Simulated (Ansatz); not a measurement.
`N[SiH2][GeH3]` + `C[NH][InH2]` → `C[N]([GeH3])[InH2]` + `N[SiH3]` at 400 K and 1 bar (cleavage of the Ge–Si bond).

Gas-phase electronic energies from Ansatz, PBE0-D4/def2-TZVP geometries. CCSD(T)/CBS adds triple-zeta CCSD(T) − MP2 to the extrapolated MP2 energy (def2 sets, frozen cores). This one scheme is used for every species. Elements past krypton have def2 core potentials. For Ge, In outer-core shells are correlated without core-valence functions, which leaves a few kJ/mol of doubt a bond. Scalar relativity is left out up to krypton. One conformer a species, not always the lowest.

```
             species  CCSD(T)/CBS energy (Eh)  H − E (kJ/mol)  S (J/(mol·K))
     `N[SiH2][GeH3]`              -2424.12162           205.9          373.9
       `C[NH][InH2]`               -286.14916           199.0          346.0
`C[N]([GeH3])[InH2]`              -2363.46641           244.5          421.6
           `N[SiH3]`               -346.80422           153.0          285.3
```

H − E and S are ideal-gas, rigid-rotor, harmonic terms from PBE0-D4/def2-TZVP, for one conformer and one mirror image of each species. 1 Eh = 2625.50 kJ/mol, R = 8.31446 J/(mol·K).

Q: By hand: ΔE, ΔH, ΔS and ΔG.

A: ΔE = (-2363.46641) + (-346.80422) − (-2424.12162) − (-286.14916) = 0.00015 Eh = 0.4 kJ/mol. Δ(H − E) = 244.5 + 153.0 − 205.9 − 199.0 = -7.4, so ΔH = -7.0 kJ/mol. ΔS = 421.6 + 285.3 − 373.9 − 346.0 = -13.0 J/(mol·K). ΔG = -7.0 − 400 × (-13.0)/1000 = -1.8 kJ/mol.

Q: By hand: the equilibrium constant, and the temperature at which ΔG would vanish if ΔH and ΔS stayed fixed.

A: log₁₀ K = −ΔG/(RT ln 10) = 0.2. ΔG = 0 at ΔH/ΔS = 538 K, though so small a ΔH makes that figure unsure.

TΔS isn't small against ΔH here. The sign of ΔG lies within the doubt. A doubt of 5 kJ/mol in ΔE shifts log₁₀ K by 0.7 here. Other conformers and mirror images would add mixing entropy, several J/(mol·K) or more a flexible species. These are equilibria of isolated gas molecules and say nothing of rates. Largest T1 diagnostic: 0.016 (customary marks: 0.02 for closed shells, 0.045 for open ones).
